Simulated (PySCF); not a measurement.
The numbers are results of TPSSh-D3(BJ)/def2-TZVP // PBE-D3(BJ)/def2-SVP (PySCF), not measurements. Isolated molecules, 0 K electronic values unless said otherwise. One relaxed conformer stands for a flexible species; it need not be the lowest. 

Reference species: [Nb(OH)(NH2)4] (neutral, multiplicity 1).

```
Quantity                                                         Value
------------------------------------------------------------  --------
LUMO                                                          -1.30 eV
HOMO–LUMO gap                                                  4.77 eV
coordination number                                                  5
mean distance from the central atom to its bonded neighbours   1.998 Å
```

Changed species: [Nb(OH)2(NH2)3] (3 of 5 OH replaced by NH2; the reference has 4 of 5 OH replaced by NH2).

**Question.** Give the shifts of the LUMO, HOMO–LUMO gap, coordination number and mean distance from the central atom to its bonded neighbours.

**Answer.** the LUMO decreases by 0.31 eV, to -1.61 eV; the HOMO–LUMO gap falls by 0.80 eV, to 3.97 eV; the coordination number is nearly the same; the mean distance from the central atom to its bonded neighbours falls by 0.026 Å, to 1.972 Å.
